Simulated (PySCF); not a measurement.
Species: C4H10O2P (charge -1).
SMILES: `[O-]P(CC)(CC)=O`

Torsions of this conformer, `[CH3:1][CH2:2][P:3](=[O:4])([O-:5])[CH2:6][CH3:7]`: C1–C2–P3–O4 -66°, C2–P3–C6–C7 180°.

The closed-shell ground state was solved at several levels (PySCF, density fitting, gas phase, non-relativistic). One conformer (not necessarily the lowest) at the GFN2-xTB geometry, without solvent, vibrations or thermal averaging. No diffuse functions stand in pcSseg-1, which bears on an anion's orbital energies.

```
          level  basis functions  HOMO (eV)  LUMO (eV)  gap (eV)
 PBE0/def2-SVPD              230      -2.12       4.11      6.23
B3LYP/def2-SVPD              230      -1.93       3.83      5.76
```

(1) What might PBE0/pcSseg-1 (176 basis functions) give for the same quantities?

(2) Over all these levels, which gives the widest orbital gap and which the narrowest?

Results:

(1) HOMO -1.87 eV, LUMO 5.26 eV, gap 7.13 eV.

(2) PBE0/pcSseg-1 (global hybrid, 25 % exact exchange) has the widest, 7.13 eV, and B3LYP/def2-SVPD (global hybrid, 20 % exact exchange) the narrowest, 5.76 eV. Functional and basis both differ between the two, so the spread mixes both effects.
